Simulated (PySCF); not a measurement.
## Sound and unsound settings

Molecule: `F[C@H]1CC=C(F)C=C1`, C₆H₆F₂; geometry GFN2-xTB.

Cartesian coordinates in Å; atom numbers follow the order of the lines, from 1:
```xyz
14

F     2.8168    0.0946    0.5984
C     1.5065    0.0857    0.2709
C     0.7017    1.0763    0.6477
C    -0.7350    1.0764    0.2332
C    -1.2703   -0.3067   -0.1385
F    -1.7399   -0.9343    1.0188
C    -0.2428   -1.2092   -0.7588
C     1.0562   -1.0371   -0.5204
H     1.0694    1.9143    1.2175
H    -0.8495    1.7437   -0.6273
H    -1.3537    1.4751    1.0396
H    -2.1574   -0.2156   -0.7783
H    -0.6097   -2.0526   -1.3221
H     1.8069   -1.7110   -0.9028
```

All runs: PySCF, non-relativistic, gas phase unless a solvent (IEF-PCM) is named; grid level 2, GIAOs and SCF threshold 1e-9 unless changed. The yardstick, PBE0/pcSseg-1, gives these isotropic shieldings σ (ppm, equivalent atoms averaged): F6 353.4, C7 54.5, C3 77.0, C5 103.0, C4 153.2, H12 26.58, H10 29.05.

(1) What do these inputs give? (1) solvent acetonitrile; PBE0/pcSseg-1; conv 1e-11; (2) revPBE/pcSseg-1; guess random; max_cycle 95

(2) Comment on the technical settings.

Answers

(1) 
```
run    outcome  functions  wall time     F6    C7    C3     C5     C4    H12    H10
  1  converged        166       24 s  363.5  53.9  74.8  102.2  153.4  26.27  28.73
  2  converged        166       39 s  332.7  54.5  76.6   96.5  147.0  26.50  28.97
```

Times are on 1 thread of an Arm Neoverse V1, shared host.

(2) 
- Run 2: The functional differs from the yardstick's, which in itself moves the values. The starting guess, cycle limit change the path of the SCF (19 cycles), not the solution, provided the same state is reached.
